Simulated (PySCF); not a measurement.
# Energy profile

The step: CH₅BO ([BH2][O][CH3]) + H₂ → CH₄O ([CH3][OH]) + BH₃ (still joined by a long B–O bond); bonds formed: B1–H7, O2–H6; bonds broken: H6–H7; bonds weakened to dative contacts: B1–O2 (atoms numbered as in the saddle structure below).

| atom | x (Å) | y (Å) | z (Å) |
| --- | --- | --- | --- |
| B1 | -0.7391 | 0.7981 | -0.5362 |
| O2 | 0.5838 | -0.0253 | -0.5295 |
| C3 | 0.6185 | -1.0973 | 0.3942 |
| H4 | -0.9595 | 1.2761 | -1.6082 |
| H5 | -1.6208 | 0.3081 | 0.1092 |
| H6 | 0.4728 | 1.0926 | 0.0524 |
| H7 | -0.2487 | 1.7944 | 0.2219 |
| H8 | 1.6181 | -1.5333 | 0.3725 |
| H9 | 0.3939 | -0.7606 | 1.4128 |
| H10 | -0.1189 | -1.8527 | 0.1108 |

Electronic energies by CCSD(T) at an estimated basis limit (MP2 extrapolated from triple and quadruple zeta, plus CCSD(T) − MP2 in triple zeta), on PBE0-D4/def2-TZVP structures; CH$_{7}$BO, singlet; no counterpoise correction. Computed with PySCF 2.14 with density fitting (its default auxiliary sets; JK sets also for MP2 and CCSD(T)) (basis: def2-TZVPP and def2-QZVPP); correlated methods freeze the cores. Extrapolation: Hartree–Fock as exp(−7.88 √X), correlation as X^−2.97.

Give the profile in kcal/mol, counted from the separated reactants. (An estimate is asked for; the value comes from the calculation.)

Computed:
| point | kcal/mol |
| --- | --- |
| separated: CH$_{5}$BO (linked as [BH2][O][CH3]; B1, O2, C3, H4, H5, H8, H9, H10; singlet) + H$_{2}$ (H6, H7; singlet) | 0.00 |
| start structure | -0.58 |
| saddle | 38.69 |
| end structure | 12.52 |
| separated: BH$_{3}$ (B1, H4, H5, H7; singlet) + CH$_{4}$O (linked as [CH3][OH]; O2, C3, H6, H8, H9, H10; singlet) | 32.69 |

The T1 diagnostic stays at or below 0.014. The start structure is not quite a true minimum (one mode of 32i cm⁻¹).

For scale, one of the runs: CCSD(T)/def2-TZVPP, 191 basis functions, launched by `OMP_NUM_THREADS=4 python run.py`. Time: 3 min of wall clock on 4 CPU threads of a Oxide Virtual Turin-like; the host was shared. Peak host memory: 2 GiB.
